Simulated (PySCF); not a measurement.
Dipole moment and polarisability of VSeMe3

Species: VSeMe3, C3H9SeV (singlet state).
Cartesian coordinates in Å at the PBE0-D3(BJ)/def2-SVP level; atoms count from 1:
```
atom  x, y, z in Å
V1     0.0088    0.0013    0.4613
Se2    0.0465    0.0125    2.5862
C3     1.8854   -0.0117   -0.1844
H4     2.4554    0.8444    0.2076
H5     1.8087    0.0449   -1.2867
H6     2.3744   -0.9516    0.1178
C7    -0.9418    1.6370   -0.1448
H8    -1.9857    1.6249    0.2059
H9    -0.9058    1.5951   -1.2496
H10   -0.4381    2.5441    0.2232
C11   -0.9533   -1.6337   -0.1281
H12   -1.9970   -1.6079    0.2227
H13   -0.4595   -2.5434    0.2456
H14   -0.9175   -1.5998   -1.2335
```

Level: CAM-B3LYP/def2-SVPD (PySCF), static field, nuclei fixed, core orbitals frozen in the response. The polarisability tensor in these axes (au):

```
x   101.48  -0.03   0.54
y    -0.03 101.44   0.18
z     0.54   0.18 128.94
```

Task: What are the eigenvalues, a third of the trace, and Δα (Δα² = ½Σ(αi − αj)² over the three pairs)?

Result: Principal values 101.42, 101.50 and 128.95 au; mean 110.62 au = 16.39 Å³ = 18.24 × 10⁻⁴⁰ C²·m²/J; Δα = 27.49 au (25 % of the mean).

Task: What is the dipole moment, and where does it point?

Result: (-0.05, -0.02, -2.74) D, 2.74 D in size, pointing from the negative to the positive side. Measured along this direction, the outermost atoms are Se2 at the negative end and H14, H5 and H9 at the positive end.

Task: Rayleigh depolarisation ratio (linearly polarised light, static tensor)?

Result: ρ = 3Δα²/(45ᾱ² + 4Δα²) = 2267.4/(550666 + 3023.1) = 0.0041.

Task: In TDDFT the mean static polarisability is Σ f/ω² over all singlet excitations (ω in hartree). How much of it do the 15 lowest give? Their energies (eV) and oscillator strengths: 2.51, 0.0000; 2.82, 0.0019; 2.82, 0.0019; 3.20, 0.0017; 3.21, 0.0017; 3.25, 0.0220; 3.38, 0.0000; 3.57, 0.0008; 3.57, 0.0009; 3.80, 0.0002; 3.80, 0.0002; 3.83, 0.0002; 4.18, 0.0000; 4.31, 0.0016; 4.32, 0.0016.

Result: They add up to 2.40 au, 2.2 % of the 110.62 au; the largest single term is 1.54 au, from the state at 3.25 eV. Terms in order: 0.00, 0.18, 0.18, 0.12, 0.12, 1.54, 0.00, 0.05, 0.05, 0.01, 0.01, 0.01, 0.00, 0.06, 0.06 au. Higher excitations give the rest. The strengths listed sum to 0.035.

Task: What would n − 1 = 2πNα be for an ideal gas of these molecules at 350 K and 1 atm, electronic part alone?

Result: N = p/kT = 2.0968 × 10¹⁹ cm⁻³, so n − 1 = 2π × N × 16.39 × 10⁻²⁴ cm³ = 2160 × 10⁻⁶ at long wavelengths, for an ideal gas.

Task: Give the eigenvalues of the traceless quadrupole moment Θ = ½Σq(3rr − r²1), origin at the centre of nuclear charge.

Result: -0.69, 0.32, 0.37 D·Å. The values depend on the origin, since the dipole doesn't vanish. The electronic extent ⟨r²⟩ about the same centre is 1013 bohr², a root-mean-square distance of 1.84 Å for the 84 electrons.

Task: How large is μ²/3kT at 500 K beside α?

Result: In Gaussian units μ²/3kT = 36.22 Å³ against 16.39 Å³, a ratio of 2.21; the Debye molar polarisation (4π/3)N_A(α + μ²/3kT) is 132.7 cm³/mol, leaving out the vibrational part.

Isolated species at its PBE0-D3(BJ)/def2-SVP geometry, gas phase. The calculation is non-relativistic, for selenium too.

The run behind these numbers computed excited states as well. The run took 2.4 min of wall time (grids of density and orbitals included) on AMD EPYC, one thread, shared host, and the process peaked at 1.0 GiB of memory.
